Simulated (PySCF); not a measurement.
# Dipole response of Zr (zirconium, neutral)

[Kr] 4d2 5s2, high-spin 3F determinant. All numbers are calculated (PySCF 2.14, scalar relativity by spin-free X2C-1e, in aug-cc-pwCVTZ-DK (11s10p8d4f3g, 136 functions)). Coupled (time-dependent) response in atomic units; α is the mean over directions.

| method | mean α (bohr³) | C₆ (like pair) | S(−4) |
| --- | --- | --- | --- |
| PBE0 | 127.5 | 1796 | 7645 |

S(−4) is the Cauchy moment in α(ω) = α(0) + S(−4) ω² + …

Reference α: 112 ± 13 bohr³ (recommended; Schwerdtfeger and Nagle, table of static dipole polarizabilities (2023 update)). Published C₆: 1360 (Gould and Bucko (2016)).

Spin-orbit coupling is absent.

α(iu) at PBE0:

```tsv
u (hartree)	α(iu) (bohr³)
0	127.5
0.0500	111.6
0.100	83.48
0.200	44.94
0.300	27.57
0.500	14.19
0.750	8.334
1.00	5.692
1.50	3.244
2.00	2.113
3.00	1.104
5.00	0.4651
```

A single London oscillator, α(iu) = α/(1 + u²/ω²), gives C₆ = (3/4) ω α². Matching the computed C₆ needs ω = 4 × 1796 / (3 × 127.5²) = 0.147 hartree.
